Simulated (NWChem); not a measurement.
Species: ZnOH, doublet; SMILES [OH][Zn]

```xyz
3

Zn    -0.0075    -0.4290     0.0000
O     -0.0731     1.3868     0.0000
H      0.8104     1.7757     0.0000
```
Atoms are numbered in this order, from 1.

In the optimisation the excess spin sits in a' (Cs, its own frame). All runs use the structure optimised with PBE0/def2-SVP, spin-unrestricted. The spin multiplicity was typed, not searched, and may not be the lowest. No stability test was run on the SCF state.

Symmetry labels are those of Cs in the frame above (b1 and b2, or b-type labels, depend on it).

**Question.** List the 4 lowest vertical excitations from PBE/def2-SVPD, spin-unrestricted, TDA (NWChem).

**Answer.** 
| state | energy (eV) | oscillator strength | symmetry of the excitation | <S²> |
|---|---|---|---|---|
| state 1 | 2.42 | 0.002 | a" | 0.77 |
| state 2 | 3.66 | 0.036 | a' | 0.78 |
| state 3 | 3.95 | 0.129 | a' | 0.76 |
| state 4 | 4.13 | 0.139 | a" | 0.75 |
